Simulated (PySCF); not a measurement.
# NMR parameters from quadrupole coupling constants

Species: C₆H₁₀FNSi.
Structure used (GFN2-xTB), in Å, numbered top down from 1:
```
atom  x, y, z in Å
N1     2.179    0.305   -2.129
C2     2.720   -0.172   -0.861
C3     1.701   -0.604    0.087
C4     0.771   -0.931    0.772
C5    -0.325   -1.328    1.627
Si6   -1.891   -0.315    1.242
C7    -2.093    0.399   -0.494
C8    -1.638    1.431    0.547
F9    -2.554    2.422    0.813
H10    1.565    1.098   -1.971
H11    1.629   -0.426   -2.570
H12    3.396   -1.007   -1.076
H13    3.308    0.640   -0.420
H14   -0.036   -1.191    2.671
H15   -0.528   -2.392    1.484
H16   -3.076   -0.586    2.035
H17   -3.085    0.577   -0.884
H18   -1.385    0.191   -1.285
H19   -0.668    1.896    0.402
```

Computed at PBE0/pcSseg-1 (PySCF, non-relativistic):

```
atom             environment  nucleus  spin I    Q (b)  CQ = χzz (MHz)      η
  N1  primary amine nitrogen      14N       1  0.02044          -5.644  0.202
```

**Question.** Recover the principal values of the field gradient from CQ = 234.96 MHz × Q × Vzz, η = (Vxx − Vyy)/Vzz and a zero trace.

**Answer.** Vxx = −Vzz(1 − η)/2 and Vyy = −Vzz(1 + η)/2, in au:

| atom | Vxx (au) | Vyy (au) | Vzz (au) | Vzz (10²¹ V/m²) |
| --- | --- | --- | --- | --- |
| N1 | 0.469 | 0.706 | -1.175 | -11.42 |

**Question.** At 9.4 T, set νQ = 3|CQ|/[2I(2I − 1)] beside the Larmor frequency (|g| × 7.62259 MHz/T × B; g(14N) = 0.40376), and give PQ = |CQ|√(1 + η²/3).

**Answer.** 
```csv
atom,PQ (MHz),νQ (MHz),ν0 (MHz),νQ/ν0
N1,5.682,8.465,28.93,0.293
```

For N1: PQ = 5.644 × 1.0068, νQ = 5.644 × 1.5000, ν0 = 3.0777 MHz/T × 9.4 T.

**Question.** Take a correlation time of 10 ps, isotropic tumbling and extreme narrowing. What quadrupolar relaxation rates and linewidths follow?

**Answer.** Rate = (3π²/10) PQ² τc (2I + 3)/[I²(2I − 1)], the same for T1 and T2; width = rate/π.

| site | spin factor (2I + 3)/[I²(2I − 1)] | 1/T1 (s⁻¹) | T1 (ms) | linewidth (Hz) |
| --- | --- | --- | --- | --- |
| 14N at N1 | 5.000 | 4780 | 0.209 | 1520 |

The couplings are those of the rigid, isolated species; surroundings and motion change them. GFN2-xTB bond lengths can be off by several hundredths of an ångström, more for odd bonds, and the gradients follow them. With so small a basis the couplings can be 20 % off.

One conformer stands for the species.
